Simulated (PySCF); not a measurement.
r2SCAN on S⁻ (sulfur, charge -1), [Ne] 3s2 3p5, 2P determinant. All numbers are calculated (PySCF 2.14, the non-relativistic Hamiltonian (point nucleus), in aug-cc-pwCVQZ (10s9p7d5f3g, 134 functions)).

```
cycle= 1 E= -398.173910021797  delta_E= -0.00907  |g|= 0.0185  |ddm|= 0.599
cycle= 2 E= -398.17402926676  delta_E= -0.000119  |g|= 0.0151  |ddm|= 0.0715
cycle= 3 E= -398.174153078542  delta_E= -0.000124  |g|= 0.00625  |ddm|= 0.0433
cycle= 4 E= -398.174178186572  delta_E= -2.51e-05  |g|= 0.000705  |ddm|= 0.0137
cycle= 5 E= -398.174179101298  delta_E= -9.15e-07  |g|= 0.000185  |ddm|= 0.00296
cycle= 6 E= -398.174179183052  delta_E= -8.18e-08  |g|= 5.91e-05  |ddm|= 0.00101
cycle= 7 E= -398.174179190057  delta_E= -7e-09  |g|= 8.33e-06  |ddm|= 0.0003
cycle= 8 E= -398.174179190171  delta_E= -1.15e-10  |g|= 6.55e-07  |ddm|= 4.44e-05
converged SCF energy = -398.174179190171  <S^2> = 0.75881968  2S+1 = 2.0088003
```

Highest occupied orbital energy: 0.961 eV; ⟨L²⟩ = 2.04; populations by l: s 6.00, p 11.00, d 0.00, f 0.00.

(1) Can this result be used?

Answers

(1) With care. Self-consistency was reached. At r2SCAN the highest occupied level has a positive energy, so only the finite basis holds that electron; in a semilocal or global hybrid functional this comes from self-interaction and does not mean that the real anion is unbound.
